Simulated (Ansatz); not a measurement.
PBE exchange is replaced step by step with exact exchange (0 % is PBE, 25 % PBE0; no dispersion term), basis def2-SVP, Ansatz. System: B₉P₉H₂₄, a nanocrystal cut from wurtzite BP (hydrogen-capped). The state is a singlet with charge 0. Geometry: PBE-D4/def2-SVP.

Geometry of the singlet:

```xyz
42

B    -1.427   -1.159    3.430
P    -2.925   -0.576    2.302
P     0.154   -0.895    2.303
B     0.104   -2.012    0.695
B    -2.449    0.058    0.516
P    -1.449   -1.380   -0.376
P     1.687   -1.760   -0.431
B     1.635   -2.888   -2.032
B    -0.937   -0.795   -2.182
P     0.058   -2.255   -3.016
B     0.417    0.990    1.840
P    -1.148    1.516    0.730
P     2.002    1.264    0.723
B     1.938    0.132   -0.874
B    -0.626    2.189   -1.043
P     0.320    0.688   -1.890
B     2.266    3.152    0.272
P     0.670    3.625   -0.770
H    -1.571   -2.347    3.683
H    -1.372   -0.429    4.410
H    -3.923   -1.588    2.152
H    -3.717    0.437    2.926
H     1.296   -1.303    3.061
H    -0.047   -3.190    0.982
H    -3.414    0.410   -0.143
H    -2.359   -2.472   -0.541
H     2.820   -2.162    0.343
H     1.453   -4.056   -1.718
H     2.627   -2.690   -2.719
H    -1.907   -0.440   -2.831
H    -0.868   -3.306   -3.299
H     0.371   -1.859   -4.353
H     0.461    1.687    2.843
H    -1.832    2.585    1.389
H     3.133    0.842    1.490
H     2.933    0.292   -1.566
H    -1.597    2.533   -1.696
H     0.731    1.139   -3.183
H     2.280    3.831    1.290
H     3.249    3.281   -0.444
H    -0.030    4.744   -0.221
H     0.995    4.166   -2.053
```

Single mean-field runs in def2-SVP are fitted with def2-universal-jkfit.

| exact exchange (%) | HOMO (eV) | LUMO (eV) | gap (eV) |
| --- | --- | --- | --- |
| 0 | -5.91 | -1.53 | 4.38 |
| 10 | -6.33 | -1.22 | 5.11 |
| 15 | -6.55 | -1.07 | 5.48 |
| 25 | -6.99 | -0.76 | 6.23 |
| 35 | -7.43 | -0.45 | 6.98 |
| 50 | -8.10 | 0.02 | 8.12 |

Question: Fit a straight line to the column «gap (eV)» against the share of exact exchange and predict its value at 5 %.

Answer: With x = exact exchange (%) and y = gap (eV): mean x = 22.5, mean y = 6.05; Σ(x − x̄)(y − ȳ) = 122.6, Σ(x − x̄)² = 1638; slope b = 0.07485, intercept a = ȳ − b·x̄ = 4.366. The residuals of the fitted rows reach 0.01. At x = 5 the line gives 4.366 + (0.07485 × 5) = 4.74; the run gave 4.74, the same within rounding.
